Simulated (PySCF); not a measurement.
AsH₂ was optimised in PySCF in the def2-TZVP basis family (density fitting, no spin–orbit coupling) with several functionals.

One of them gave a doublet of C2v symmetry with a mean bond of 1.530 Å to As, wavenumbers 1007, 2159, 2169 cm⁻¹.

Question: Which level of theory was it?
A. B3LYP
B. PBE
C. PBE0

Answer: A. That is B3LYP, with As–H 1.530 Å (×2). The others give PBE0 1.526 Å and 2209 cm⁻¹ for the highest mode; PBE 1.541 Å and 2123 cm⁻¹ for the highest mode.

Each species is the lowest minimum found with this bonding; other isomers or fragments can lie lower.
